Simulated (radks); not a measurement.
Initial-state core-level shifts of the bismuth ion Bi+ when its valence configuration changes from [Hg] 6p2. Method: Dirac Kohn-Sham, PBE, spin-unpolarised, spherical densities, finite nucleus; open shells fill j = l - 1/2 first; Fermi nuclear charge, rms radius 5.5211 fm; computed with a radial shooting solver on a logarithmic mesh with Libxc functionals. Shifts are changes of the shell-averaged eigenvalues in eV (positive: less bound); the change of the density at the nucleus, which sets a Mossbauer isomer shift, is in e/bohr^3, on a base of 2.969e+06.

| valence | 2p | 4p | 4d | 5s | density at nucleus |
|---|---|---|---|---|---|
| [Xe] 4f14 5d8 6s2 6p4 | -13.590 | -13.153 | -13.143 | -12.166 | +201.8 |
| [Xe] 4f14 5d7 6s2 6p5 | -20.514 | -19.784 | -19.766 | -18.167 | +306.8 |
| [Xe] 4f14 5d10 6s1 6p3 | -2.050 | -2.064 | -2.061 | -2.049 | -314.5 |
| [Xe] 4f13 5d10 6s2 6p3 | -22.778 | -21.292 | -20.656 | -11.009 | +353.5 |
| [Xe] 4f14 5d10 6s0.5 6p3.5 | -3.040 | -3.060 | -3.056 | -3.038 | -480.2 |
| [Xe] 4f12 5d10 6s2 6p4 | -46.398 | -43.076 | -41.794 | -22.117 | +722.3 |
| [Xe] 4f14 5d9 6s2 6p3 | -6.757 | -6.563 | -6.559 | -6.114 | +99.5 |
| [Xe] 4f13 5d9 6s2 6p4 | -29.767 | -28.020 | -27.376 | -17.175 | +458.5 |
